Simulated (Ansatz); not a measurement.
`[OH][In]([F])[Br]` + H₂O → `[OH][In]([OH])[F]` + HBr at 298.15 K and 1 bar (formal hydrolysis of the In–Br bond).

Computed with Ansatz on PBE0-D4/def2-TZVP structures; ΔE is electronic, products minus reactants. CCSD(T)/CBS is the MP2 limit (def2-TZVPP, def2-QZVPP) plus CCSD(T) − MP2 in def2-TZVPP, frozen cores. This one scheme is used for every species. Elements past krypton have def2 core potentials. For Br, In outer-core shells are correlated without core-valence functions, which leaves a few kJ/mol of doubt a bond. Scalar relativity is left out up to krypton. Each species was taken in one conformer, which may not be the lowest.

```csv
species,CCSD(T)/CBS energy (Eh),H − E (kJ/mol),S (J/(mol·K))
`[OH][In]([F])[Br]`,-2938.80145,59.9,353.1
H₂O,-76.37941,66.4,188.7
`[OH][In]([OH])[F]`,-441.22071,92.5,338.8
HBr,-2573.91920,24.6,198.6
```

H − E and S are ideal-gas, rigid-rotor, harmonic terms from PBE0-D4/def2-TZVP, for one conformer and one mirror image of each species. 1 Eh = 2625.50 kJ/mol, R = 8.31446 J/(mol·K).

By hand: ΔE, ΔH, ΔS and ΔG.

ΔE = (-441.22071) + (-2573.91920) − (-2938.80145) − (-76.37941) = 0.04095 Eh = 107.5 kJ/mol. Δ(H − E) = 92.5 + 24.6 − 59.9 − 66.4 = -9.2, so ΔH = 98.3 kJ/mol. ΔS = 338.8 + 198.6 − 353.1 − 188.7 = -4.4 J/(mol·K). ΔG = 98.3 − 298.15 × (-4.4)/1000 = 99.6 kJ/mol.

By hand: the equilibrium constant, and the temperature at which ΔG would vanish if ΔH and ΔS stayed fixed.

log₁₀ K = −ΔG/(RT ln 10) = -17.4. ΔH and −TΔS have one sign here, so there is no such temperature.

The number of gas molecules stays the same, so ΔS is small and ΔH decides. A doubt of 5 kJ/mol in ΔE shifts log₁₀ K by 0.9 here. Other conformers and mirror images would add mixing entropy, several J/(mol·K) or more a flexible species. These are equilibria of isolated gas molecules and say nothing of rates. Largest T1 diagnostic: 0.017 (customary marks: 0.02 for closed shells, 0.045 for open ones).

ΔS is within the doubt of such terms, so its sign, and with it that verdict, could turn.
